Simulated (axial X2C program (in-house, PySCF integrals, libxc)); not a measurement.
**Potential curves of GaC⁻, spin-free**

All values were computed with an axial X2C code built on PySCF integrals. Spin-free means the one-electron spin-free X2C Hamiltonian. Basis: Ga dyall-acv3z [10s10p8d5f1g], C dyall-av3z [8s7p3d2f] (cores contracted in-house); Gaussian nuclei, density fitting, unrestricted open shells. Masses: Ga 68.926 u, C 12.000 u.

State: M_S = 1, Λ = 1 (beyond evenly filled blocks: σα, π+α, π+β, π-α). Energies in eV from the fragments at the same level (Ga + C-). Fits are polynomials in 1 − R0/R over 0.85 to 1.23 times the lowest point R0.

| R (Å) | CCSD(T) |
| --- | --- |
| 1.7263 | -2.3100 |
| 1.7832 | -2.5193 |
| 1.8401 | -2.6377 |
| 1.8970 | -2.6863 |
| 1.9634 | -2.6784 |
| 2.0298 | -2.6214 |
| 2.1152 | -2.5025 |

Correlated methods: 8 electrons correlated (number of frozen shells: Ga 3 s, 2 p, 1 d; C 1 s), 294 virtual spin orbitals or spinors in MP2, 90 natural virtuals in coupled cluster.

The state is one determinant whose occupation by symmetry is held fixed; it was picked as the lowest of a PBE0 search that is not exhaustive. Dissociation energies refer to the lowest single-determinant-based atoms at the same level and basis. CCSD and (T) use frozen natural virtuals with an MP2 correction for the truncation; (T) itself is uncorrected, so its De runs slightly low. Other states lie close and PBE0, whose exact exchange favours high spin, may order them wrongly; the determinant shown need not be the ground state. The nearest other spin-free determinant of the search, M_S = 1, Λ = 0, lies 0.03 eV up at the distance of the search. The determinant is spin-polarised beyond a pure state at some levels (its spin-free form has ⟨S²⟩ too high), which makes Re and μ there less reliable. The T1 diagnostic is large, a sign of multireference character. With the outer-core shells frozen, correlated bond lengths of heavy atoms tend to come out a few hundredths of an ångström too long. Spin-free De lacks the spin–orbit lowering of the heavy p-block atom, a tenth of an eV or more for 4p and 5p, up to an eV for 6p and one to two eV for 7p atoms, less what an open-shell molecule gains itself. Coupled cluster ran on the points near the minimum only. MP2 and coupled cluster on one determinant become unreliable at the stretched end.

Q: What are Re, ωe and De at the CCSD(T) level?

A: At CCSD(T), spin-free: Re = 1.920 Å, ωe ≈ 612 cm⁻¹, De = 2.69 eV to Ga + C-; Be follows as 0.447 cm⁻¹.
